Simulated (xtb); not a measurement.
Mg, charge +1, doublet (GFN-xTB shapes and energies of metal compounds can be far from the true ones); xtb 6.7.1 with GFN0-xTB.

xtb was given this input:
```
$ xtb mol.xyz --gfn 0 --chrg 1 --uhf 1 --grad --json

# file mol.xyz
1

Mg     0.00000000     0.00000000     0.00000000
```

It wrote (shortened):

```
   ID    Z sym.   atoms
    1   12 Mg     1

           -------------------------------------------------
          |                Calculation Setup                |
           -------------------------------------------------

           -------------------------------------------------
          |                 G F N 0 - x T B                 |
           -------------------------------------------------

          ...................................................
          :                      SETUP                      :
          :.................................................:
          :  # basis functions                  10          :
          :  # atomic orbitals                   9          :
          :  # shells                            3          :
          :  # electrons                         1          :
          :  electronic temp.          300.0000000     K    :
          :  accuracy                    1.0000000          :
          :  -> integral cutoff          0.2500000E+02      :
          :  -> integral neglect         0.1000000E-07      :
          ...................................................

         :::::::::::::::::::::::::::::::::::::::::::::::::::::
         ::                     SUMMARY                     ::
         :::::::::::::::::::::::::::::::::::::::::::::::::::::
         :: total energy               1.234789708693 Eh    ::
         :: gradient norm              0.000000000000 Eh/a0 ::
         :: HOMO-LUMO gap              3.741664300000 eV    ::
         ::.................................................::
         :: H0 energy                 -0.265167185968 Eh    ::
         :: repulsion energy           0.000000000000 Eh    ::
         :: electrostat energy         1.499956894661 Eh    ::
         :: -> Gsolv                   0.000000000000 Eh    ::
         ::    -> Gsasa                0.000000000000 Eh    ::
         ::    -> Gshift               0.000000000000 Eh    ::
         :: dispersion energy          0.000000000000 Eh    ::
         :: short-range corr.          0.000000000000 Eh    ::
         :: add. restraining           0.000000000000 Eh    ::
         :: total charge               1.000000000000 e     ::
         :::::::::::::::::::::::::::::::::::::::::::::::::::::

           -------------------------------------------------
          |                Property Printout                |
           -------------------------------------------------

    * Orbital Energies and Occupations

         #    Occupation            Energy/Eh            Energy/eV
      -------------------------------------------------------------
         1        1.0000           -0.2651672              -7.2156 (HOMO)
         2                         -0.1276636              -3.4739 (LUMO)
         3                         -0.1276636              -3.4739
         4                         -0.1276636              -3.4739
         5                         -0.0046607              -0.1268
         6                         -0.0046607              -0.1268
         7                         -0.0046607              -0.1268
         8                         -0.0046607              -0.1268
         9                         -0.0046607              -0.1268
      -------------------------------------------------------------
                  HL-Gap            0.1375036 Eh            3.7417 eV
             Fermi-level            0.0000000 Eh            0.0000 eV

     #   Z          covCN         q      C6AA      α(0)
     1  12 Mg       0.000     1.000   570.226    68.105

 Mol. C6AA /au·bohr⁶  :        570.226346
 Mol. C8AA /au·bohr⁸  :      51053.382428
 Mol. α(0) /au        :         68.105045

Wiberg/Mayer (AO) data.
largest (>0.10) Wiberg bond orders for each atom

 ---------------------------------------------------------------------------
     #   Z sym  total        # sym  WBO       # sym  WBO       # sym  WBO
 ---------------------------------------------------------------------------
     1  12 Mg   0.000
 ---------------------------------------------------------------------------

 dipole moment from electron density (au)
     X       Y       Z
   0.0000   0.0000   0.0000  total (Debye):    0.000

           -------------------------------------------------
          | TOTAL ENERGY                1.234789708693 Eh   |
          | GRADIENT NORM               0.000000000000 Eh/α |
          | HOMO-LUMO GAP               3.741664300000 eV   |
           -------------------------------------------------

normal termination of xtb
```
